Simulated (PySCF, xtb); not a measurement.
Cd(F)(SeH) (CdFHSe), SMILES [F][Cd][SeH].

GFN2-xTB (xtb) at its own geometry gives an orbital gap of 2.83 eV and a dipole moment of 5.68 D.

The structure is a stationary point at B3LYP-D3(BJ)/def2-TZVP. The def2 effective core potentials stand for the cores of Cd; spin–orbit coupling is left out. Other conformers were not sampled.

### Question
What does CAM-B3LYP/def2-TZVPD in PySCF give? (The exact figures need the calculation; the answer reports its results.)

### Answer
gap 7.42 eV (levels -8.66 and -1.24 eV), dipole 2.10 D.
